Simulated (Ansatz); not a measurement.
Total energies of Ga(H2S)H3 (GaH5S) from Ansatz at PBE0-D4/def2-TZVPD, gas phase (1 Eh = 27.2114 eV = 2625.5 kJ/mol). The reference geometry is relaxed at PBE0-D4/def2-TZVP.

```
atom    x (Å)    y (Å)    z (Å)
 Ga1  -0.5855   0.9582  -0.0970
  S2   0.3771  -1.3575   0.5717
  H3   0.4696  -1.8779  -0.6632
  H4   1.6752  -1.0131   0.5924
  H5  -2.0217   0.4097  -0.4370
  H6   0.4135   1.2639  -1.2767
  H7  -0.3281   1.6167   1.3098
```

| state | geometry | energy (Eh) |
| --- | --- | --- |
| charge 0 singlet | reference | -2325.64530 |
| charge -1 doublet | reference | -2325.63198 |
| free Ga atom (doublet) | – | -1924.55229 |
| free S atom (triplet) | – | -397.97420 |
| free H atom (doublet) | – | -0.50104 |

**Question.** Work out the vertical electron affinity, to the doublet.

**Answer.** E(charge 0 singlet) − E(charge -1 doublet) = -2325.64530 − (-2325.63198) = -0.01332 Eh = -0.36 eV; negative, so the extra electron isn't bound.

**Question.** What is the binding energy per atom against free atoms?

**Answer.** Atoms: 1 × (-1924.55229) + 1 × (-397.97420) + 5 × (-0.50104) = -2325.03169 Eh. Binding: -2325.03169 − (-2325.64530) = 0.61361 Eh = 16.70 eV, or 2.39 eV for each of 7 atoms (no zero-point energy, no counterpoise term).

At PBE0-D4/def2-TZVPD the highest occupied level of the charge -1 doublet lies above zero (up to 1.55 eV). By energy differences it is unbound by 0.36 eV (vertical, against the charge 0 singlet, at PBE0-D4/def2-TZVPD) and held by the finite basis.
